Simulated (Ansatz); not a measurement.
Cost and result up the ladder for B8H14 (22 atoms). The state is a singlet with charge 0. Geometry: r2SCAN-D4/def2-SVP.

```xyz
22

B    -1.282    0.136   -0.960
B    -1.398    0.525    0.804
B     0.090   -1.967   -0.196
B     0.109    1.246    1.282
B     1.305   -1.269    0.868
B     0.330    0.801   -1.459
B     1.110    1.407   -0.032
B     0.105   -0.112    0.066
H     2.405   -1.002    0.450
H     2.294    1.559   -0.128
H    -2.105    0.924   -0.285
H     0.848    0.520   -2.501
H     0.349   -2.199   -1.353
H     1.116   -1.238    2.060
H    -1.108    1.801    1.053
H     0.493    2.059   -1.048
H    -1.962   -0.633   -1.572
H    -0.926   -2.427    0.269
H     0.321    1.245    2.461
H    -2.220    0.028    1.519
H    -0.949    1.104   -1.801
H     1.077   -2.509    0.500
```

Ansatz on 4 threads of Arm Neoverse V1 on a shared host. Times are rough, and most runs start from the orbitals of an earlier one. CAM-B3LYP-D4/def2-TZVP serves as the yardstick here, not as an exact answer. Differences are given only for rows in sets of like size (and for xTB, whose basis is part of the method), since another set adds its own error. Binding counts from free atoms at the same level (B doublet, H doublet; other spins of the atoms weren't run), without zero-point energy or a counterpoise term.

Correlated methods freeze 8 core orbitals. The rows differ in basis, and correlated rows in double-zeta sets carry the largest basis error. Another isomer (singlet) lies 0.92 eV lower at PBE0-D4/def2-TZVP; other spin states weren't run for this one.

Correlated methods converge slowly with the basis, most of all in double-zeta sets.

```json
{"level": "HF/STO-3G", "functions": "54", "wall time": "0.35 s", "binding energy per atom (eV)": "3.97", "difference from CAM-B3LYP-D4/def2-TZVP (eV)": "–"}
{"level": "PBE-D4/def2-SVP", "functions": "182", "wall time": "2.6 s", "binding energy per atom (eV)": "3.79", "difference from CAM-B3LYP-D4/def2-TZVP (eV)": "–"}
{"level": "PBE0-D4/def2-SVP", "functions": "182", "wall time": "3.7 s", "binding energy per atom (eV)": "3.78", "difference from CAM-B3LYP-D4/def2-TZVP (eV)": "–"}
{"level": "PBE-D4/def2-TZVP (with forces)", "functions": "332", "wall time": "7 s", "binding energy per atom (eV)": "3.76", "difference from CAM-B3LYP-D4/def2-TZVP (eV)": "0.07"}
{"level": "BLYP-D4/def2-TZVP", "functions": "332", "wall time": "7 s", "binding energy per atom (eV)": "3.64", "difference from CAM-B3LYP-D4/def2-TZVP (eV)": "-0.05"}
{"level": "BHLYP-D4/def2-TZVP", "functions": "332", "wall time": "9.5 s", "binding energy per atom (eV)": "3.62", "difference from CAM-B3LYP-D4/def2-TZVP (eV)": "-0.07"}
{"level": "CAM-B3LYP-D4/def2-TZVP", "functions": "332", "wall time": "9.5 s", "binding energy per atom (eV)": "3.69", "difference from CAM-B3LYP-D4/def2-TZVP (eV)": "0.00"}
{"level": "PBE0-D4/def2-TZVP", "functions": "332", "wall time": "10 s", "binding energy per atom (eV)": "3.74", "difference from CAM-B3LYP-D4/def2-TZVP (eV)": "0.05"}
{"level": "MP2/def2-TZVP", "functions": "332", "wall time": "10 s", "binding energy per atom (eV)": "3.60", "difference from CAM-B3LYP-D4/def2-TZVP (eV)": "-0.09"}
{"level": "r2SCAN-D4/def2-TZVP", "functions": "332", "wall time": "11 s", "binding energy per atom (eV)": "3.74", "difference from CAM-B3LYP-D4/def2-TZVP (eV)": "0.06"}
{"level": "CCSD(T)/def2-SVP", "functions": "182", "wall time": "80 s", "binding energy per atom (eV)": "3.53", "difference from CAM-B3LYP-D4/def2-TZVP (eV)": "–"}
```
